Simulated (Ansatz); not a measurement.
Born–Oppenheimer molecular dynamics of C2H5NSi (9 atoms, charge 0, multiplicity 1). It starts at the highest image of a converged band. Of that band: Neighbouring images differ by up to 1.7 eV, so the band resolves the path poorly. A vibrational analysis at the climbing image gives one clearly imaginary mode, 1473i cm⁻¹: a first-order saddle point.

Method: UKS B3LYP-D4/def2-mTZVP in Ansatz.

```
ensemble                      : NVE (velocity Verlet)
time step                     : 0.5 fs
steps asked                   : 200
starting velocities drawn for : 300 K
seed                          : 7816
```

First frame:

```xyz
9
Properties=species:S:1:pos:R:3
Si -0.527 1.192 0.174
C 0.325 -0.362 -0.435
C 1.041 -1.233 0.572
N -0.149 -1.666 0.135
H -1.882 1.316 -0.415
H -0.633 1.139 1.650
H 0.286 2.360 -0.243
H 0.647 -0.379 -1.474
H 0.893 -2.368 0.037
```

(1) How far do the bonds stretch over the last three quarters of this one trajectory? (Pairs bonded in most of those frames.)

## Answers

(1) 
| bond | mean (Å) | spread (Å) | shortest | longest |
| --- | --- | --- | --- | --- |
| Si1–C2 | 1.909 | 0.081 | 1.81 | 2.09 |
| Si1–H5 | 1.493 | 0.037 | 1.43 | 1.56 |
| Si1–H6 | 1.488 | 0.024 | 1.45 | 1.53 |
| Si1–H7 | 1.494 | 0.049 | 1.42 | 1.57 |
| C2–C3 | 1.500 | 0.089 | 1.36 | 1.68 |
| C2–N4 | 1.606 | 0.091 | 1.41 | 1.72 |
| C2–H8 | 1.090 | 0.019 | 1.06 | 1.13 |
| C3–N4 | 1.273 | 0.040 | 1.19 | 1.34 |
| C3–H9 | 1.151 | 0.074 | 0.99 | 1.29 |

Mean temperature of the second half: 1592 K. The conserved energy stayed within 0.42 meV per atom of its start (net change -0.08 meV per atom), so the integration is sound. The system heated up, since it started high on the potential surface and ran downhill. A run of 0.1 ps of so small a system gives no equilibrium averages. The orbitals stay closed-shell, which can raise the energy where a bond breaks towards radicals; this wasn't checked here.

Time of the run: 12 min on 2 threads of Arm Neoverse V1, with other jobs on the host, peak memory 0.25 GiB.
